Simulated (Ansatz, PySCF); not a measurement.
Process, species as SMILES: [F][In][F] → [F][In] + F atom (the F-In bond at the site shown breaks; other sites are not compared here)
Structures are relaxed separately at B3LYP-D3(BJ)/def2-TZVP in Ansatz (a first-principles code). A spin state is the lowest found, not a proven ground state.
Geometry of the first species:
SMILES: [F][In][F]
```xyz
3

In     0.2297     0.1164     0.0940
F     -0.8133     0.9486    -1.3634
F     -0.4372    -1.5822     0.8518
```
Charge 0, spin multiplicity 2.

Quantity: bond dissociation energy (enthalpy at 298 K, with B3LYP-D3(BJ) rigid-rotor harmonic-oscillator terms from PySCF), in kJ/mol. Correlated levels leave the core frozen unless marked. Open shells are spin-unrestricted. Spin-orbit coupling is left out. Frozen are the shells of the preceding noble gas and the d and f shells that filled before the atom's block. Past Kr the def2 sets carry scalar-relativistic core potentials. Basis-set limits of correlation are two-point, X^-3; Hartree-Fock from the larger set.

```
level                                      program  bond dissociation energy (kJ/mol)
----------------------------------  --------------  ---------------------------------
M06-L/def2-TZVPD                             PySCF                              240.3
wB97X/def2-TZVPD                            Ansatz                              238.0
B2GP-PLYP-D3(BJ)/def2-TZVPD         Ansatz + dftd3                                [?]
PBE-QIDH/def2-TZVPD                         Ansatz                              261.4
CCSD(T)/CBS(def2-TZVPP,def2-QZVPP)          Ansatz                                [?]
```

Task: What belongs in the gaps?

Result: 
- B2GP-PLYP-D3(BJ)/def2-TZVPD, bond dissociation energy (kJ/mol): 258.5
- CCSD(T)/CBS(def2-TZVPP,def2-QZVPP), bond dissociation energy (kJ/mol): 280.1
